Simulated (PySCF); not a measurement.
Species: C4H4F2N (doublet state).
Geometry (GFN2-xTB, Å), atoms numbered from 1 in this order:
```xyz
11
C4H4F2N angstrom
C     -1.8762   -0.2512    0.3194
C     -0.5820    0.2642    0.3361
N     -0.3552    1.3438    1.0262
C      0.4531   -0.4631   -0.4434
F      0.0184   -1.5676   -1.0921
C      1.7482   -0.1918   -0.5992
F      2.3510    0.8560   -0.0348
H     -2.1291   -1.1383   -0.2312
H     -2.6376    0.2610    0.8769
H      0.5991    1.6858    1.0120
H      2.4159   -0.7960   -1.1959
```

The hyperfine couplings belong to this conformer and change with its torsions.

The species is `[H]/N=C([CH2])\C(F)=C/F` [radical].

Computed, not measured: UKS B3LYP, pcH-1 on C F H N, non-relativistic, mean-field spin-orbit, GIAO in PySCF. One conformer (not necessarily the lowest) at the GFN2-xTB geometry, without solvent, vibrations or thermal averaging. The geometry wasn't refined by DFT: couplings that depend on bond lengths, twists or pyramidal angles can differ widely from those at the functional's own minimum. No stability test was run, so a lower SCF solution isn't excluded. ⟨S²⟩ is 0.784 where a pure state has 0.75.

Task: Where do the isotropic ENDOR lines of N3, F7, F5, H8, H9, H10 and H11 fall at 338.8 mT, to first order?

Result: For S = 1/2 in fast tumbling each set of equivalent nuclei gives two lines, ν± = |νn ± a/2| to first order, with νn = g_N μN B/h and μN/h = 7.62259 MHz/T.

```tsv
nuclei	isotope	g_N	νn (MHz)	a_iso (MHz)	lower line (MHz)	upper line (MHz)
N3	14N	0.4038	1.04	17.87	7.89	9.98
F7	19F	5.2577	13.58	-12.05	7.55	19.60
F5	19F	5.2577	13.58	4.02	11.57	15.59
H8	1H	5.5857	14.43	-48.61	9.88	38.73
H9	1H	5.5857	14.43	-47.08	9.11	37.96
H10	1H	5.5857	14.43	-36.31	3.73	32.58
H11	1H	5.5857	14.43	4.93	11.96	16.89
```

Task: Which pairs are centred on the nuclear Larmor frequency, and which on half the coupling?

Result: Centred on νn, since |a| < 2νn: F7, F5 and H11. Centred on |a|/2 and split by 2νn: N3, H8, H9 and H10.

Task: At what field would the lower line of H8 fall to zero frequency?

Result: Where νn = |a|/2, that is B = 24.31 MHz/(5.5857 × 7.62259 MHz/T) = 571 mT, as far as first order holds there.

H8 and H9 aren't averaged: C1 is flat or nearly so (angle sum 360°), and its turn about the short C1–C2 bond (1.39 Å) is taken as slow.
